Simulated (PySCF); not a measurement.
HCl.

```xyz
2

Cl     0.0000     0.0000    -0.0712
H      0.0000     0.0000     1.2108
```
Charge 0, spin multiplicity 1.

Geometry: B3LYP-D3(BJ)/def2-TZVP.

Computed with PBE0/pcSseg-2 (PySCF). Non-relativistic, no solvent.

Computed absolute GIAO shielding of each atom: isotropic value and principal components (ppm):
```tsv
atom	σ(iso)	σ11	σ22	σ33	span
Cl1	943.3	840.6	840.6	1148.8	308.2
H2	30.6	23.4	23.4	45.0	21.6
```
